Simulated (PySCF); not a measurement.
**State search for WCl⁺**

Unrestricted PBE0; PySCF, scalar-relativistic core potentials, basis sets W def2-TZVPPD with ECP60, Cl def2-TZVPPD. Outer shells of the fragments: W+ 5d4 6s1; Cl 3s2 3p5.

Followed along the bond (rough minima from three points):

```
2Ms+1        unpaired  ⟨S²⟩ at the start  R at minimum (Å)  Te (eV)
    5  σ ↑, π ↑, δ ↑↑               6.06              2.16     0.00
    5  σ ↑, π ↑↑, δ ↑               6.02              2.21     0.72
    5      π ↑↑, δ ↑↑               6.02              2.23     0.81
    3  σ ↑, π ↓, δ ↑↑               3.02              2.15     1.02
    3  σ ↑, π ↑↓, δ ↑               3.01              2.20     1.62
    3  σ ↑, π ↑↓, δ ↑               3.01              2.20     1.69
```

Solutions found at the starting distance of 2.355 Å, counted from the lowest of them; the search is not exhaustive and high or unbound solutions are not listed, so other states can lie among these:

| 2Ms+1 | unpaired | term | E (eV) | ⟨S²⟩ | ⟨Lz²⟩ | μ (D) |
| --- | --- | --- | --- | --- | --- | --- |
| 5 | σ ↑, π ↑, δ ↑↑ | ⁵Π | 0.00 | 6.06 | 1.02 | -3.04 |
| 5 | σ ↑, π ↑↑, δ ↑ | mixed | 0.57 | 6.02 | 3.79 | -3.53 |
| 5 | π ↑↑, δ ↑↑ | not assigned | 0.60 | 6.02 | 1.10 | -3.93 |
| 3 | σ ↑, π ↓, δ ↑↑ | mixed | 1.07 | 3.02 | 1.02 | -3.10 |
| 3 | σ ↑, π ↑↓, δ ↑ | mixed | 1.50 | 3.01 | 5.31 | -3.35 |
| 3 | σ ↑, π ↑↓, δ ↑ | mixed | 1.57 | 3.01 | 6.00 | -3.33 |

A term symbol is given only where ⟨S²⟩ and ⟨Lz²⟩ are close to those of a pure state; real π, δ and φ orbitals otherwise mix terms. A positive dipole points towards Cl; it is taken about the centre of mass and depends on that origin.

Task: Compare the gap between the two lowest followed solutions at the starting distance with the gap between their minima.

Result: At PBE0 the second solution (quintet, unpaired electrons σ ↑, π ↑↑, δ ↑) lies +0.57 eV from the first (quintet, unpaired electrons σ ↑, π ↑, δ ↑↑) at 2.355 Å and +0.72 eV at the minima; the two curves relax by different amounts, since their minima lie near 2.21 and 2.16 Å.

Spin–orbit coupling is left out. With d or f electrons several states lie close, and the lowest PBE0 determinant need not be the measured ground state.
